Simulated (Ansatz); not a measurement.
Ansatz results at the PBE0-D4/def2-TZVP geometry: size of the dipole moment (ωB97M-V/def2-TZVPP) 1.77 D; HOMO–LUMO gap (ωB97M-V/def2-TZVPP) 12.09 eV; size of the dipole moment (PBE/def2-TZVPP) 1.62 D.

Each molecule was computed in one conformer, which needn't be the lowest.

Question: Which molecule gave them?
A. `[CH3][Ga]([CH3])[O][Ga]([CH3])[CH3]`
B. `C=CO[Si](F)(F)F`
C. `C=CCOB(O)O`
D. `CCOC`

Answer: B. The others give `C=CCOB(O)O`: 0.19, 11.92, 0.16; `CCOC`: 1.13, 12.60, 1.01; `[CH3][Ga]([CH3])[O][Ga]([CH3])[CH3]`: 1.04, 10.63, 0.96.
